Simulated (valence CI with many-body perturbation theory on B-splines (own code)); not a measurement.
## Sensitivity of CI+MBPT for Bi I

Computed by relativistic CI+MBPT: five valence electrons over a frozen Dirac-Fock core [Xe] 4f14 5d10, a basis of 6 s, 6 p, 5 d, 3 f, 1 g functions for each j, with the one-electron correlation potential Σ1 (screened to all orders), the two-electron term Σ2, the three-electron term Σ3, Breit, model QED; selected single and double excitations, second order for the rest, scaled by the run's own slope (own B-spline code, finite nucleus).

Set against measurement, 13 paired levels are off by 266 cm⁻¹ on average, the worst by 522. These come from a selection out of the NIST Handbook of Basic Atomic Spectroscopic Data. Levels without a partner in it may be off by more. Among the levels kept, up to 930 cm⁻¹ of a level comes from second order outside the variational space, and about a tenth of that is noise between levels of different J, which matters for small intervals. 1 measured level below the end of the list, from 47373 cm⁻¹ on, found no clear computed partner.

The reference run has the lowest level (6s^2 6p1/2^2 6p3/2) J=3/2 and an ionisation energy of 7.20763 eV. Its largest variational space holds 10000 state functions.

Levels are named by their leading jj configuration (3d3/2^4 stands for four electrons in 3d with j = 3/2), which in mixed levels can hold well under half, so a name can repeat and another be missing. Letters in brackets count levels of one name in rising energy.

Changed runs:
A. screening of Σ1 on → off
B. orbitals per symmetry with explicit Σ2 and valence Breit (the others get mean screening factors) 5 → 7; shift of the energy in Σ1 (hartree) 0 → 0.278
C. box radius (bohr) 49.232 → 50
D. box radius (bohr) 49.232 → 6 (bad on purpose)

Excitation energies of the reference run in cm⁻¹, and shifts in cm⁻¹:

| Level | Reference | A | B | C |
| --- | --- | --- | --- | --- |
| (6s^2 6p1/2 6p3/2^2) J=3/2 | 11525 | +382 | +103 | 0 |
| (6s^2 6p1/2 6p3/2^2) J=5/2 | 15529 | +458 | +115 | 0 |
| (6s^2 6p1/2 6p3/2^2) J=1/2 | 21672 | +529 | +102 | 0 |
| (6s^2 6p1/2^2 7s) J=1/2 | 32224 | +525 | -186 | 0 |
| (6s^2 6p3/2^3) J=3/2 | 33362 | +993 | +262 | 0 |
| (6s^2 6p1/2^2 7p1/2) J=1/2 | 40603 | +584 | -99 | 0 |
| (6s^2 6p1/2^2 7p3/2) J=3/2 | 42429 | +594 | -117 | 0 |
| (6s^2 6p1/2^2 6d3/2) J=3/2 | 43530 | +716 | -115 | 0 |
| (6s^2 6p1/2^2 6d5/2) J=5/2 | 44396 | +694 | -120 | 0 |
| (6s^2 6p1/2 6p3/2 7s) J=3/2 [a] | 44703 | +1009 | -36 | 0 |
| (6s^2 6p1/2^2 8s) J=1/2 [a] | 45596 |  | +106 | 0 |
| (6s^2 6p1/2^2 8s) J=1/2 [b] | 46144 | +888 |  | 0 |
| Ionisation energy (eV) | 7.20763 | +0.08241 | -0.01720 | 0 |

A blank means that the level has no clear partner in that run.

No effect on these energies: C.

Run D: It gave no result. The program said: "need at least one array to concatenate".
